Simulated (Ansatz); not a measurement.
Geometry optimisation, Ansatz, RKS BLYP-D4/6-31G*.

Input file:

```yaml
crystal:
  periodic: [false, false, false]
  atoms:
    - { symbol: Al, position_ang: [0.0, 0.0, 0.0] }
    - { symbol: O, position_ang: [0.0, 0.0, 2.13] }
    - { symbol: H, position_ang: [-0.9095, -0.2814, 2.4671] }
    - { symbol: Cl, position_ang: [1.9312, 0.0, -1.115] }
    - { symbol: Cl, position_ang: [-1.9312, 0.0, -1.115] }
    - { symbol: H, position_ang: [0.3967, 1.72, 0.5865] }
    - { symbol: H, position_ang: [0.3072, 1.3321, 1.5323] }
basis:
  gaussian: { orbitals: "6-31G*" }
hamiltonian:
  xc: blyp
  dispersion: d4
relax:
  f_tol: 0.15
  max_steps: 25
  restrain:
    - { distance: [0, 5], at: 1.56, k: 30.0 }
    - { distance: [6, 1], at: 1.01, k: 30.0 }
    - { distance: [0, 1], at: 2.98, k: 30.0 }
    - { distance: [6, 5], at: 1.86, k: 30.0 }
output:
  orbitals: {}
```

Command:

```bash
$ ansatz run input.yaml --threads 1 --pin off --max-ram 2048MiB --backend cpu --events-out ev --progress --plain --runs-dir out
```

Problem. Where does it end, and by what steps?

Solution. It converged. The restraints hold the end off the free minimum. After 8 steps the energy has fallen by 0.948 eV (the restraints' own energy left out); Al1 moved furthest, 0.78 Å. Parted: Al1–O2. Joined: O2–H7.

```tsv
step	energy less start (eV)	largest force component (eV/Å)	accepted
0	0.0000	2.311	yes
1	0.4773	2.502	yes
2	0.1208	2.490	yes
3	-0.4343	1.165	yes
4	-0.8395	0.726	yes
5	-0.8917	1.762	yes
6	-0.9294	1.061	yes
7	-0.9324	0.805	yes
8	-0.9485	0.647	yes
```

```xyz
7
Properties=species:S:1:pos:R:3
Al 0.150 0.543 -0.539
O 0.055 0.027 2.376
H -0.871 -0.100 2.672
Cl 1.906 -0.314 -1.342
Cl -1.742 -0.157 -1.194
H 0.212 1.787 0.414
H 0.084 0.984 2.099
```

Time of the run: 21 s on 1 thread of Arm Neoverse V2, with other jobs on the host, peak memory 0.12 GiB.
